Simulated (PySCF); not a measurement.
PySCF 2.14 output of an unrestricted PBE0 calculation on a single atom or ion in aug-cc-pwCVDZ-PP with ECP28MDF (6s5p4d1f, 48 functions), with scalar relativity through the core potential:

```
SCF conv_tol = 1e-09
number electrons alpha = 11  beta = 9
    C. Adamo and V. Barone.,  J. Chem. Phys. 110, 6158 (1999)
    M. Ernzerhof and G. E. Scuseria.,  J. Chem. Phys. 110, 5029 (1999)
cycle= 1 E= -189.484414118188  delta_E= -0.00426  |g|= 0.0392  |ddm|= 1.33
cycle= 2 E= -189.484571831736  delta_E= -0.000158  |g|= 0.0319  |ddm|= 0.373
cycle= 3 E= -189.484794585436  delta_E= -0.000223  |g|= 0.000877  |ddm|= 0.0955
cycle= 4 E= -189.484796153307  delta_E= -1.57e-06  |g|= 9.74e-05  |ddm|= 0.0269
cycle= 5 E= -189.484796183245  delta_E= -2.99e-08  |g|= 1.83e-06  |ddm|= 0.00385
cycle= 6 E= -189.48479618325  delta_E= -5.34e-12  |g|= 1.7e-07  |ddm|= 4.36e-05
converged SCF energy = -189.48479618325  <S^2> = 2.0005563  2S+1 = 3.0003709
```

The run itself started from symmetry-adapted Hartree-Fock orbitals and held the occupation by maximum overlap, on a logarithmic radial grid, so the iterations belong to that start.

**Question.** Which element, charge and spin multiplicity is this?

**Answer.** In⁺ (indium, charge +1), multiplicity 3; the state was [Kr] 4d10 5s1 6s1, high-spin 3S determinant (an excited configuration).

Energies and moments cover only the electrons outside the core potential. The outer electron is Rydberg-like, and this basis confines it to a smaller radius and binds it less than a complete one would.
